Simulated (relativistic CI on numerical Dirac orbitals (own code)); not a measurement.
## How well does a small relativistic CI reproduce Lu3+?

Method of calculation: Dirac-Coulomb-Breit CI, orbitals from a KLI potential per configuration, model QED, valence Slater integrals scaled by 0.85, P86 correlation energy added to each configuration (own radial code, finite nucleus).

Configurations in the expansion (outside the closed core [Kr] 4d10 5s2): 4f¹⁴5p⁶, 4f¹³5p⁶5d, 4f¹³5p⁶6s, 4f¹³5p⁶6p, 4f¹⁴5p⁵5d, 4f¹³5p⁶5f, 4f¹³5p⁶6d, 4f¹³5p⁶7s, 4f¹⁴5p⁵5f, 4f¹³5p⁶7p, 4f¹⁴5p⁵5g, 4f¹³5p⁶5g. Double excitations out of closed p, d and f shells are left out; levels of such configurations are missing from the list, as are those of other unlisted configurations, and high levels can miss mixing partners.

```tsv
Configuration	Term (tabulated)	J	Measured (cm⁻¹)	Computed	Error	Purity (%)
4f¹⁴5p⁶	1S	0	0.0	0	0	99
4f¹³5p⁶5d	(7/2,3/2)°	2	90432.9	71981	-18452	90
4f¹³5p⁶5d	(7/2,3/2)°	5	94768.1	76369	-18399	56
4f¹³5p⁶5d	(7/2,3/2)°	3	97333.6	79004	-18330	62
4f¹³5p⁶5d	(7/2,5/2)°	6	98239.3	78988	-19252	100
4f¹³5p⁶5d	(7/2,5/2)°	2	99660.0	80983	-18677	53
4f¹³5p⁶5d	(7/2,5/2)°	3	103070.4	84202	-18869	38
4f¹³5p⁶5d	(7/2,5/2)°	5	103798.7	84872	-18927	82
4f¹³5p⁶5d	(5/2,5/2)°	0	105148.7	86046	-19103	100
4f¹³5p⁶5d	(5/2,3/2)°	2	107986.6	89897	-18090	43
4f¹³5p⁶5d	(5/2,5/2)°	5	111377.8	92151	-19227	42
4f¹³5p⁶5d	(5/2,3/2)°	3	111812.3	93717	-18095	57
4f¹³5p⁶5d	(5/2,5/2)°	2	112632.5	93543	-19090	52
4f¹³5p⁶5d	(5/2,5/2)°	3	114632.8	95811	-18822	40
4f¹³5p⁶6s	(7/2,1/2)°	4	116798.2	102381	-14417	100
4f¹³5p⁶6s	(7/2,1/2)°	3	117312.0	102873	-14439	53
4f¹³5p⁶6s	(5/2,1/2)°	2	128573.3	114043	-14530	100
4f¹³5p⁶6s	(5/2,1/2)°	3	128929.0	114415	-14514	53
4f¹³5p⁶6p	(7/2,1/2)	3	164302.3	148296	-16007	70
4f¹³5p⁶6p	(7/2,1/2)	4	164728.5	148666	-16062	46
4f¹³5p⁶6p	(7/2,3/2)	5	173213.6	156143	-17071	100
4f¹³5p⁶6p	(7/2,3/2)	2	173414.4	156347	-17068	49
4f¹³5p⁶6p	(7/2,3/2)	3	174143.2	157227	-16917	40
4f¹³5p⁶6p	(7/2,3/2)	4	174889.9	157909	-16981	77
4f¹³5p⁶6p	(5/2,1/2)	3	176355.6	160160	-16196	74
4f¹³5p⁶6p	(5/2,1/2)	2	176841.6	160611	-16231	46
4f¹³5p⁶6p	(5/2,3/2)	1	184205.5	167046	-17160	100
4f¹³5p⁶6p	(5/2,3/2)	4	185359.8	168134	-17226	52
4f¹³5p⁶6p	(5/2,3/2)	2	185987.0	168875	-17112	65
4f¹³5p⁶6p	(5/2,3/2)	3	186539.6	169445	-17094	53
4f¹³5p⁶6d	(7/2,3/2)°	5	236667.1	216944	-19723	50
4f¹³5p⁶7s	(7/2,1/2)°	3	237106.7	218219	-18888	56
4f¹³5p⁶6d	(7/2,5/2)°	6	237663.7	217924	-19739	100
4f¹³5p⁶6d	(7/2,5/2)°	5	238907.7	219105	-19802	89
4f¹³5p⁶7s	(5/2,1/2)°	2	248900.6	229690	-19211	94
4f¹³5p⁶7s	(5/2,1/2)°	3	248965.9	229826	-19140	56
4f¹³5p⁶6d	(5/2,5/2)°	5	249719.0	229804	-19915	50
```

Measured levels from Martin, Zalubas and Hagan, Atomic Energy Levels: The Rare-Earth Elements, NSRDS-NBS 60 (1978); pairs were made by configuration, J and term (by order where the table uses no LS term), so strongly mixed levels may be paired wrongly.

Mean error by configuration (cm⁻¹): 4f¹³5p⁶5d -18718; 4f¹³5p⁶6s -14475; 4f¹³5p⁶6p -16760; 4f¹³5p⁶6d -19795; 4f¹³5p⁶7s -19080. Over the excited levels the mean absolute error is 17744 cm⁻¹ (36 of the 47 excited levels that our extract of the source holds in range could be paired, and the others can miss by more), and the median relative error of those above 1,000 cm⁻¹ is 9.8 %.
